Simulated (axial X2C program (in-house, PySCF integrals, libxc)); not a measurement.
# Spectroscopic constants of InPt⁺

Computed with an in-house relativistic program for diatomic molecules. Spin-free means the one-electron spin-free X2C Hamiltonian; two-component (2c) means X2C with spin–orbit coupling and atomic mean-field two-electron Coulomb and Gaunt terms, so the difference of the two also holds small scalar two-electron terms. Basis: Pt dyall-v2z [11s12p9d5f], In dyall-v2z [9s10p7d] (cores contracted in-house); Gaussian nuclei, density fitting, unrestricted open shells. Masses: Pt 194.965 u, In 114.904 u.

The run was started with this input:
```json
{"zs": [78, 49], "q": 1, "bas": ["dyall-v2z", "dyall-v2z"], "levels": ["PBE0", "HF", "BLYP", "BHandHLYP"], "cc": false, "r0": 2.65, "npts": 10, "nst": 2, "ntry": 6}
```
```bash
python so2c.py task.json out
```

Keys: zs atomic numbers; q charge; bas basis sets; levels methods; cc coupled cluster on or off; r0 starting distance in Å; npts points on the curve; nst determinants followed; ntry starts of the search. HF also brings MP2.

State, spin-free: M_S = 0, Λ = 0 (closed shell); electrons by block: σα: 23, σβ: 23, π+α: 13, π+β: 13, π-α: 13, π-β: 13, δ+α: 6, δ+β: 6, δ-α: 6, δ-β: 6, φ+α: 1, φ+β: 1, φ-α: 1, φ-β: 1. Fragments: Pt + In+.

State, 2c: Ω = 3 (⟨Sz⟩ = 1.00, ⟨Lz⟩ = 2.00 at PBE0); electrons by block: 1/2: 37, -1/2: 36, 3/2: 19, -3/2: 19, 5/2: 7, -5/2: 6, 7/2: 1, -7/2: 1. Fragments: Pt + In+.

| Hamiltonian | level | Re (Å) | ωe (cm⁻¹) | Be (cm⁻¹) | αe (cm⁻¹) | De (eV) | D0 (eV) | k (mdyn/Å) | μ (D) |
| --- | --- | --- | --- | --- | --- | --- | --- | --- | --- |
| spin-free | PBE0 | 2.506 | 181.5 | 0.03712 | 0.00016 | 1.26 | 1.25 | 1.4 | 3.44 |
| spin-free | HF | 2.617 | 137.7 | 0.03404 | 0.000193 | -0.133 | -0.141 | 0.807 | 4.06 |
| spin-free | MP2 | 2.477 | 193.3 | 0.038 | 0.000166 | 1.47 | 1.46 | 1.59 | n/a |
| spin-free | BLYP | 2.548 | 172.7 | 0.03591 | 0.000158 | 1.30 | 1.29 | 1.27 | 3.18 |
| spin-free | BHandHLYP | 2.542 | 166.2 | 0.03608 | 0.000172 | 0.862 | 0.852 | 1.18 | 3.67 |
| 2c | PBE0 | 2.646 | 137.4 | 0.0333 | 0.000193 | n/a | n/a | 0.804 | 3.31 |
| 2c | BLYP | 2.695 | 128.7 | 0.03209 | 0.000188 | 1.13 | 1.12 | 0.706 | 3.54 |
| 2c | BHandHLYP | 2.695 | 124.3 | 0.0321 | 0.000197 | 1.08 | 1.07 | 0.659 | 3.36 |

Correlated methods: 22 electrons correlated (number of frozen shells: Pt 5 s, 4 p, 2 d, 1 f; In 4 s, 3 p, 1 d), 172 virtual spin orbitals or spinors in MP2.

Dipoles are positive if In is the positive end and refer to the centre of mass.

The state is one determinant whose occupation by symmetry is held fixed; it was picked as the lowest of a PBE0 search that is not exhaustive. Closed shells are restricted here (equal orbitals for both partners); the stretched side of such a curve lies too high. Dissociation energies refer to the lowest single-determinant-based atoms at the same level and basis. De is not given where an atomic determinant may have missed its ground term or J level, or where the truncated virtual space spoils (T). Density functionals use the spin component along the axis (collinear). PBE0 can misorder states that lie within some tenths of an eV, so this need not be the ground state of the molecule. The nearest other spin-free determinant of the search, M_S = 1, Λ = 2, lies 0.05 eV up at the distance of the search. The functionals have no current-density term, which raises determinants with orbital currents, atoms included. With several unpaired electrons one determinant need not be a pure state. At some level and bond length an empty orbital lies below a filled one.

The spin-free and the 2c determinant differ in configuration, so the two halves of the table describe two states.

No reliable constants came from HF (2c), MP2 (2c): no minimum in range, unconverged points, a curve that is not smooth, a change of character along it, or the two Hamiltonians disagreeing along it.

Rough cost a point (2c) on 1 thread(s) of a shared host, integrals apart: PBE0 2.5 s, BLYP 0.7 s, BHandHLYP 2.9 s.

The whole task took 4.6 min on 1 thread of Arm Neoverse N1, on a shared host.
